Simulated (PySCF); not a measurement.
## Bond energies at PBE/def2-TZVPP beside a composite method

PySCF, lowest determinants of a PBE0 search. The composite is CCSD(T) extrapolated to the basis-set limit from two correlation-consistent sets, with core-valence (CV) and scalar-relativistic (SR) terms as its label shows; it has no spin–orbit coupling and nothing beyond (T).

```csv
species,state (unpaired electrons),De PBE (eV),De composite (eV),composite,dissociates to
CBr,doublet (π ↑),4.12,3.56,CCSD(T)/CBS(TQ)+CV,C + Br
LiI,singlet (closed shell),3.67,3.95,CCSD(T)/CBS(TQ)+CV,Li + I
AlH,singlet (closed shell),3.01,3.19,CCSD(T)/CBS(TQ)+CV+SR,Al + H
SrH,doublet (σ ↑),1.80,1.74,CCSD(T)/CBS(DT),Sr + H
MoH,"sextet (σ ↑, π ↑↑, δ ↑↑)",2.53,2.44,CCSD(T)/CBS(TQ)+CV,Mo (4d5 5s1) + H
NaS,doublet (π ↑),2.60,2.57,CCSD(T)/CBS(DT)+CV+SR,Na + S
GeI,doublet (π ↑),3.36,3.00,CCSD(T)/CBS(DT),Ge + I
BI,singlet (closed shell),4.01,3.75,CCSD(T)/CBS(TQ)+CV,B + I
```

Does PBE bind more or less than the composite, by how much on average, and where is the difference largest?

PBE/def2-TZVPP binds more on average, method and basis taken together: the mean signed difference is +0.11 eV and the mean absolute one 0.23 eV; it is largest for CBr (+0.56 eV).

The molecules are drawn from runs that passed checks on state, spin purity and fit, so the hardest cases are missing and the errors look smaller than over all diatomics.

Correlated steps freeze the inner cores (4 to 14 orbitals); shallow outer-core shells are correlated. The metal atom is held in its measured ground configuration; semilocal functionals can put another filling of s and d lower by some tenths of an eV, and De to that atom would be smaller. Spin–orbit coupling is left out, which matters for elements this heavy, above all for dissociation energies. Where the molecule has an RHF reference, its open-shell atoms are computed with UHF. The CCSD T1 diagnostic is raised in BI, MoH, a sign that a single reference may not be enough there. States were picked by a PBE0 search and need not be the measured ground states.
